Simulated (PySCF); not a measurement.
Molecule: SMILES C(OC(F)F)(=S)C(F)(F)F, C3HF5OS.

Bonds (- single, = double, # triple, : aromatic): F1-C2, C2-F3, C2-O4, O4-C5, C5=S6, C5-C7, C7-F8, C7-F9, C7-F10. C2 carries H11.

Frames of a GFN2-xTB Langevin trajectory at 600 K; GIAO PBE0/pcSseg-1 shieldings in PySCF 2.14.0 with density-fitted response routines, gas phase, non-relativistic; equivalent atoms averaged within each frame.

Referencing at the same level of theory: 19F (σref 170.95) against CFCl3; 13C (σref 186.93) and 1H (σref 31.72) against TMS; H2O for 17O (σref 336.08); 33S (σref 503.73) vs CS2. The references are static minima.

How do the shifts (ppm) fluctuate along the trajectory?

## Answers


```
         time (fs)  F8/F9/F10   F1/F3     C5     C7     C2     O4   S6   H11
optimised geometry      -84.4  -110.1  206.9  122.4  121.5  312.7  566  7.76
               250      -77.0   -98.7  211.3  123.4  120.0  313.2  571  8.03
               425      -53.2   -90.5  196.7  132.9  122.8  287.8  513  8.34
               625      -67.2  -132.5  217.1  127.3  118.6  356.1  664  9.13
               800      -85.3  -104.9  211.7  121.1  124.0  330.6  549  8.00
              1000      -60.4   -92.3  196.3  123.1  128.0  319.8  446  9.66
    mean of frames      -68.6  -103.8  206.6  125.6  122.7  321.5  548  8.63
standard deviation       12.8    17.0    9.5    4.7    3.7   24.9   80  0.73
```

5 frames give an uncertainty of the mean of about the standard deviation over 2.2 at best, since frames this close in time may not be independent; classical motion lacks zero-point vibration, and the reference would need the same averaging.
